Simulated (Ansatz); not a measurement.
Cost and result up the ladder for (HBe-mu-H)2 (Be2H4) (6 atoms). Charge 0, multiplicity 1. Geometry: PBE-D4/def2-TZVP.

Cartesian coordinates in Å:
```
Be 0.893 -0.454 -0.108
H 2.083 -1.053 -0.252
H -0.357 -0.486 -0.911
Be -0.894 0.453 0.109
H -2.082 1.057 0.249
H 0.355 0.483 0.913
```

Ansatz on 4 threads of Arm Neoverse V2 on a shared host. Times are rough, and most runs start from the orbitals of an earlier one. PBE0-D4/def2-TZVPD serves as the yardstick here, not as an exact answer. Differences are given only for rows in sets of like size (and for xTB, whose basis is part of the method), since another set adds its own error. Binding counts from free atoms at the same level (Be singlet, H doublet; other spins of the atoms weren't run), without zero-point energy or a counterpoise term.

B3LYP takes the VWN-RPA correlation. HSE06 is defined as in plane-wave codes, on full-range PBE exchange. Correlated methods freeze no core orbitals.

Correlated methods converge slowly with the basis.

```tsv
level	functions	wall time	binding energy per atom (eV)	difference from PBE0-D4/def2-TZVPD (eV)
HF/STO-3G	14	0.05 s	2.64	–
MP2/def2-TZVP	62	0.1 s	2.24	-0.16
LDA (SPW92)/def2-TZVP	62	0.15 s	2.61	0.21
PBE-D4/def2-SVP	38	0.15 s	2.39	–
PBE0-D4/def2-SVP	38	0.2 s	2.40	–
B3LYP-D4/def2-TZVP	62	0.25 s	2.46	0.06
PBE0-D4/def2-TZVPD	80	0.25 s	2.40	0.00
HSE06-D4/def2-TZVP	62	0.25 s	2.39	-0.01
PBE0-D4/def2-TZVP (with forces)	62	0.3 s	2.39	-0.01
r2SCAN-D4/def2-TZVP	62	0.45 s	2.45	0.05
CCSD(T)/def2-TZVPD	80	0.45 s	2.24	-0.16
r2SCANh-D4/def2-TZVP	62	0.5 s	2.45	0.05
r2SCAN-D4/def2-TZVPD	80	0.6 s	2.46	0.06
CCSD(T)/def2-TZVPP	94	0.6 s	2.29	-0.11
```
